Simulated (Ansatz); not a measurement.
`Cl[Si](Cl)(Cl)[GeH2][Si](Cl)(Cl)Cl`. Total charge 0; spin multiplicity 1.

```xyz
11

Cl    2.841    2.079   -1.196
Si    1.794    0.805    0.006
Cl    2.823   -0.948    0.143
Cl    1.661    1.630    1.864
Ge   -0.371    0.426   -0.890
Si   -1.576   -1.056    0.519
Cl   -3.444   -1.383   -0.235
Cl   -0.611   -2.845    0.660
Cl   -1.762   -0.267    2.388
H    -1.121    1.762   -0.976
H    -0.236   -0.203   -2.283
```

Problem. List the harmonic frequencies (cm⁻¹, unscaled) at PBE0-D4/def2-TZVP in Ansatz. (An estimate is asked.)

Solution. The calculation gave: 6i, 32, 44, 81, 83, 107, 110, 160, 172, 177, 178, 178, 205, 323, 338, 369, 522, 551, 558, 583, 600, 605, 629, 633, 842, 2154, 2169.
